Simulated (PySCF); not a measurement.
## Does the structure fit the spectrum?

A compound C5H14N2 gives the data below (simulated from a calculation) and was assigned the structure `CNNC(C)(C)C`.

¹³C{¹H} NMR (computed): δ 85.0 (CH2), 44.0 (CH3, 4C).

¹H NMR (400 MHz, computed): δ 2.53 (s, 2H), 2.24 (s, 12H).

Non-relativistic, one averaged value for each set of equivalent atoms, one conformer, isolated molecule. σ from GIAO-PBE0/pcSseg-1; structure optimised with GFN2-xTB; PySCF 2.14.0 with density-fitted response routines.

References, each an isolated molecule treated in the same way: ¹H, ¹³C against TMS.

Task: Compare with the shifts computed for the proposed structure, pairing carbons in order of shift.

Result: Atom-mapped SMILES (the numbers label the heavy atoms): `[CH3:1][NH:2][NH:3][C:4]([CH3:5])([CH3:6])[CH3:7]` (H(Xn): hydrogen on atom n).

```tsv
atom	computed for proposal	given list	difference
C4	54.5	85.0	-30.5
C1	43.3	44.0	-0.7
C5	29.0	44.0	-15.0
C6	29.0	44.0	-15.0
C7	29.0	44.0	-15.0
```

The rms difference is 17.9 ppm and the largest -30.5 ppm at C4 (fully substituted sp3 carbon bonded to N). The proposal also would give 3 carbon signals, not 2. The carbon types in order of shift don't match either: C, CH3, CH3, CH3, CH3 for the proposal against CH2, CH3, CH3, CH3, CH3 in the data. The proposal doesn't fit.

Task: Which isomer fits?

Result: bis(dimethylamino)methane (SMILES CN(C)CN(C)C).

1. Carbon types of the structure: 1 × CH2, 4 × CH3, which accounts for all hydrogens.
2. δC 85.0: sp3 CH2 bonded to 2 N; 2 electronegative neighbours deshield it.
3. δC 44.0: methyl carbon bonded to N; the inductive effect lowers its shielding.
4. δH 2.53: hydrogen on an sp3 CH2 bonded to 2 N; its carbon carries N, hence the downfield position.
5. δH 2.24: hydrogen on a methyl carbon bonded to N; its carbon carries N, an electronegative neighbour.

The shifts were computed for this structure.

Shifts are as computed. Against solution values, carbons near 30 ppm lie about +3 ppm off and those near 130 ppm about +5 ppm. Of 1211 compounds with measured shifts, 218 miss one by over three times the rms of a fit or turn the order of signals round; such compounds aren't used in these exercises. Multiplicities follow the n + 1 count of equivalent neighbours, as no J values were calculated; m marks all less simple cases, F and P coupling included.
